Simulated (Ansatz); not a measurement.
```yaml
atoms:
  - { symbol: C, position_ang: [0.0429, 0.0231, -0.1909] }
  - { symbol: H, position_ang: [-0.0360, 0.8966, 0.5370] }
  - { symbol: H, position_ang: [0.0445, -0.8464, 0.5222] }
```

Basis set: STO-3G (spherical functions). Frozen core: 1 orbital. Charge 0, multiplicity 1.

Computed with Ansatz (development build ahead of 0.2.0); each method stands on the lowest determinant of its kind that the runs found. Restricted open shells among the atoms or ions are ROHF, correlated in semicanonical orbitals with singles.

The atomization energy at this shape (free ground-state atoms in the same class of orbitals less the molecule, no zero-point energy) of singlet CH₂:

```json
{"method": "RHF-MP2", "atomization energy": "167.94 kcal/mol"}
```

**Question.** What does RHF give?

**Answer.** 150.93 kcal/mol. Caution: another spin multiplicity may lie lower; in another basis set an unrestricted determinant lies well below.

This basis has no polarisation functions and is too small for such energies, which can lie far from measured ones in either direction.
